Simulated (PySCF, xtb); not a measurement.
3-fluorobuta-1,2-diene (C4H5F), SMILES C=C=C(C)F.

GFN2-xTB (xtb 6.7.1) at its own geometry gives an orbital gap of 4.62 eV and a dipole moment of 2.42 D.

Geometry optimised at PBE0-D3(BJ)/def2-SVP.

Task: What does ωB97X/def2-TZVP (PySCF) give? (The exact figures need the calculation; the answer reports its results.)

Result: gap 11.27 eV (levels -9.39 and 1.88 eV), dipole 1.70 D.
